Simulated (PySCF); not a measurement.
## UHF on Sb³⁺ (antimony, charge +3)

Configuration: [Kr] 4d10 5s2, closed-shell 1S. Computed with PySCF 2.14 in aug-cc-pVQZ-PP with ECP28MDF (7s7p5d3f2g, 92 functions), with scalar relativity through the core potential.

* Total energy: -237.487242 hartree
* One-electron energy: -395.6984 hartree
* Hartree (Coulomb) energy: 175.8671 hartree
* Exchange energy: -17.6559 hartree
* ⟨S²⟩: 0.0000
* ⟨L²⟩: 0.000
* Sum of ⟨r⟩: 21.19 bohr
* Sum of ⟨r²⟩: 28.05 bohr²

| shell | electrons | mean orbital energy (eV) | rms radius, mean of both spins (bohr) |
| --- | --- | --- | --- |
| 4s | 2 | -206.98 | 0.848 |
| 4p | 6 | -154.31 | 0.917 |
| 4d | 10 | -73.368 | 1.09 |
| 5s | 2 | -41.870 | 2.19 |

Energies and moments cover only the electrons outside the core potential.
